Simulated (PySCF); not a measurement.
From one molecule to another.

First species: C8H11NSi.
Structure used (GFN2-xTB), in Å, numbered top down from 1:
```
atom  x, y, z in Å
C1     3.127   -0.449   -0.486
C2     2.107   -0.320   -1.417
C3     0.816   -0.115   -0.969
C4     0.581   -0.047    0.405
C5    -0.796    0.155    0.950
C6    -1.499    1.414    0.378
Si7   -2.863    0.351   -0.434
C8    -1.790   -0.939    0.478
N9     1.561   -0.167    1.290
C10    2.794   -0.361    0.856
H11    4.148   -0.612   -0.793
H12    2.317   -0.380   -2.476
H13   -0.003   -0.010   -1.665
H14   -0.717    0.190    2.038
H15   -0.858    1.990   -0.287
H16   -1.832    2.088    1.164
H17   -4.226    0.546    0.058
H18   -2.844    0.283   -1.897
H19   -2.265   -1.448    1.313
H20   -1.315   -1.703   -0.134
H21    3.548   -0.450    1.628
```

Second species: C₇H₁₂P₂.
SMILES: `C#CC/P=P/C(C)(C)C`

Levels: PBE0/pcSseg-1 for dipole moment, HOMO energy, LUMO energy and HOMO–LUMO gap; GFN2-xTB for rotational constant A and rotational constant C. Geometries: GFN2-xTB. All species are isolated and taken at one optimised geometry, non-relativistic unless stated. Electronic properties by PySCF.

The conformers computed, where there is a choice (atom-mapped SMILES and torsion angles):
- `[cH:1]1[cH:2][cH:3][c:4]([CH:5]2[CH2:6][SiH2:7][CH2:8]2)[n:9][cH:10]1`: C3–C4–C5–C6 -55°
- `[CH:1]#[C:2][CH2:3]/[P:4]=[P:5]/[C:6]([CH3:7])([CH3:8])[CH3:9]`: C2–C3–P4–P5 109°, P4–P5–C6–C7 65°

Values for the first species:

```
Dipole moment         : 1.70 D
HOMO energy           : -7.22 eV
LUMO energy           : -0.63 eV
HOMO–LUMO gap         : 6.59 eV
Rotational constant A : 3.101 GHz
Rotational constant C : 0.622 GHz
```

(1) Estimate the same properties for the second species, and the change in each.

Answers

(1) 
| property | first | second | second less first |
| --- | --- | --- | --- |
| dipole moment | 1.70 D | 1.09 D | -0.61 D |
| HOMO energy | -7.22 eV | -6.95 eV | +0.27 eV |
| LUMO energy | -0.63 eV | -2.60 eV | -1.97 eV |
| HOMO–LUMO gap | 6.59 eV | 4.35 eV | -2.24 eV |
| rotational constant A | 3.101 GHz | 2.638 GHz | -0.463 GHz |
| rotational constant C | 0.622 GHz | 0.556 GHz | -0.066 GHz |

On the first: The dipole matches unit charges of opposite sign 0.35 Å apart (1 e·Å = 4.8032 D).

On the second: A dipole of 1.09 D is allowed in C1, and pure rotational transitions are dipole-allowed. The dipole matches unit charges of opposite sign 0.23 Å apart (1 e·Å = 4.8032 D).
